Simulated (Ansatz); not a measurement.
Two isomers of CH5GeNOS: A = `O=C(S)[NH][GeH3]`, B = `O[C]1(S)[NH][GeH2]1`.

Isolated molecules relaxed with PBE0-D4/def2-TZVP in Ansatz; ΔE leaves out vibrations. CCSD(T)/CBS is the MP2 limit (def2-TZVPP, def2-QZVPP) plus CCSD(T) − MP2 in def2-TZVPP, frozen cores. DFT in def2-TZVPP. B3LYP here is the variant with VWN-RPA as its local correlation; programs differ in this. For Ge outer-core shells are correlated without core-valence functions, which leaves a few kJ/mol of doubt a bond. Scalar relativity is left out up to krypton. Each species was taken in one conformer, which may not be the lowest.

Task: Which is lower in electronic energy at CCSD(T)/CBS, and by how much? (Estimate.)

Result: The calculation gave: A, by 48.2 kcal/mol.

Task: Give E(B) − E(A) in kcal/mol with MP2/def2-TZVPP, B3LYP-D4, CCSD(T)/def2-TZVPP, ωB97M-V, B2PLYP, CCSD/def2-TZVPP, B3LYP. (Best estimate.)

Result: Computed: MP2/def2-TZVPP 49.9, B3LYP-D4 54.2, CCSD(T)/def2-TZVPP 51.0, ωB97M-V 51.2, B2PLYP 53.8, CCSD/def2-TZVPP 52.1, B3LYP 54.8. None reverses the order clearly.

Largest T1 diagnostic: 0.015.

In def2-TZVPP, CCSD(T) changes the Hartree–Fock value by −13.3 kcal/mol (the triples alone add −1.1 kcal/mol) and MP2 by −14.4 kcal/mol. From PBE to PBE0 (25 % exact exchange), in def2-TZVPP and without D4, E(B) − E(A) moves by +0.9 kcal/mol.
